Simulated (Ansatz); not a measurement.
C6H17NO3Zr, SMILES `C[O][Zr]([OH])([O]C(C)C)[N](C)C`, relaxed with RKS PBE0-D4/def2-TZVP in the Gaussian-basis code of Ansatz from a GFN2-xTB geometry. The force threshold is 0.005 eV/Å; the program also tests the step.

The species carries charge 0 and has multiplicity 1. Zr: def2 effective core potential.

Start:

```xyz
28

C     2.234   -1.484    0.668
O     2.001   -0.364   -0.123
Zr    0.396    0.667   -0.052
O     0.662    2.367   -0.891
O    -1.180   -0.357   -0.394
C    -1.190   -0.796   -1.717
C    -0.256   -2.008   -1.890
C    -0.734    0.337   -2.665
N     0.092    1.320    1.861
C    -1.163    2.067    1.828
C    -0.037    0.211    2.795
H     1.288   -1.980    0.969
H     2.841   -2.217    0.111
H     2.798   -1.214    1.578
H     1.118    3.009   -0.330
H    -2.225   -1.095   -1.980
H     0.773   -1.695   -1.674
H    -0.547   -2.794   -1.192
H    -0.312   -2.400   -2.904
H    -1.311    1.244   -2.446
H    -0.889    0.057   -3.707
H     0.340    0.545   -2.494
H    -1.078    2.903    1.122
H    -2.025    1.430    1.532
H    -1.384    2.482    2.828
H     0.935   -0.277    2.919
H    -0.792   -0.540    2.465
H    -0.353    0.582    3.786
```

By how much does the energy fall, and how many steps does the optimiser take? (An estimate is asked.)

Computed: 1.44 eV, in 50 steps.

Which bonds change most? (Estimate.)

Ansatz gave: Zr3–O4 from 1.914 to 1.952 Å; C6–C8 from 1.546 to 1.517 Å; C6–C7 from 1.541 to 1.518 Å; O2–Zr3 from 1.910 to 1.930 Å.

Give the relaxed structure. (An estimate is asked.)

Computed: 
```xyz
28

C     2.823   -1.907    1.158
O     1.851   -0.939    0.964
Zr    0.644    0.442    0.361
O     1.691    1.928   -0.350
O    -0.625   -0.140   -0.973
C    -1.208   -0.611   -2.153
C    -0.534   -1.899   -2.588
C    -1.141    0.460   -3.226
N    -0.447    1.036    1.981
C    -1.805    1.515    1.919
C     0.079    1.044    3.322
H     2.622   -2.794    0.545
H     3.816   -1.526    0.892
H     2.848   -2.221    2.208
H     1.968    2.839   -0.347
H    -2.264   -0.826   -1.937
H     0.518   -1.714   -2.823
H    -0.583   -2.644   -1.791
H    -1.017   -2.312   -3.477
H    -1.631    1.374   -2.883
H    -1.635    0.126   -4.141
H    -0.100    0.696   -3.459
H    -2.185    1.474    0.895
H    -2.477    0.909    2.545
H    -1.888    2.557    2.266
H     1.102    0.655    3.343
H    -0.523    0.418    3.999
H     0.101    2.058    3.749
```
